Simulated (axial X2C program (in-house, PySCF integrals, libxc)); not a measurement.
**What spin–orbit coupling does to CaSi⁻**

Calculated with an in-house all-electron X2C program for linear molecules (integrals from PySCF). Spin-free means the one-electron spin-free X2C Hamiltonian; two-component (2c) means X2C with spin–orbit coupling and atomic mean-field two-electron Coulomb and Gaunt terms, so the difference of the two also holds small scalar two-electron terms. Basis: Ca dyall-acv3z [12s13p7d5f], Si dyall-av3z [9s8p3d2f] (cores contracted in-house); Gaussian nuclei, density fitting, unrestricted open shells. Masses: Ca 39.963 u, Si 27.977 u.

Spin-free state: M_S = 3/2, Λ = 0 (beyond evenly filled blocks: σα, π+α, π-α); fragments Ca + Si-.

```csv
level,Re (Å),ωe (cm⁻¹),De (eV),μ (D)
HF,3.127,176.1,0.945,2.39
MP2,3.007,201.5,1.079,n/a
CCSD,3.027,196.7,1.170,n/a
CCSD(T),3.011,200.9,n/a,n/a
TPSS,2.896,227.5,1.463,0.60
```

Correlated methods: 15 electrons correlated (number of frozen shells: Ca 2 s, 1 p; Si 2 s, 1 p), 285 virtual spin orbitals or spinors in MP2, 90 natural virtuals in coupled cluster.

Dipoles are positive if Si is the positive end and refer to the centre of mass.

Two-component determinant lowest at the distance of the search:

Ω = 3/2 (⟨Sz⟩ = 1.50, ⟨Lz⟩ = 0.00 at HF); fragments Ca + Si-.

```csv
level,Re (Å),ωe (cm⁻¹),De (eV),μ (D)
HF,3.127,176.0,0.944,2.39
MP2,3.007,201.4,1.079,n/a
CCSD,3.027,196.4,1.168,n/a
CCSD(T),3.011,200.5,n/a,n/a
TPSS,2.896,227.5,1.463,0.60
```

Question: From the two tables, how do the constants change at the CCSD(T) level (2c against spin-free)?

Answer: At the CCSD(T) level Re is unchanged within 0.001 Å and ωe goes down by 0.4 cm⁻¹.

The state is one determinant whose occupation by symmetry is held fixed; it was picked as the lowest of a PBE0 search that is not exhaustive. De is counted from the lowest determinant-based energies of the atoms at the same level, without counterpoise correction. De is not given where an atomic determinant may have missed its ground term or J level, or where the truncated virtual space spoils (T). Density functionals use the spin component along the axis (collinear). CCSD and (T) use frozen natural virtuals with an MP2 correction for the truncation; (T) itself is uncorrected, so its De runs slightly low. Other states lie close and PBE0, whose exact exchange favours high spin, may order them wrongly; the determinant shown need not be the ground state. The nearest other spin-free determinant of the search, M_S = 1/2, Λ = 0, lies 0.22 eV up at the distance of the search. The functionals have no current-density term, which raises determinants with orbital currents, atoms included. With several unpaired electrons one determinant need not be a pure state. The highest occupied level of some functionals is positive through self-interaction error; at Hartree–Fock it is bound. This is the top spin component of a Σ state; components of lower Ω are not single determinants and can lie lower. Hartree–Fock gets electron affinities wrong, so its lowest charge split need not be the true one.
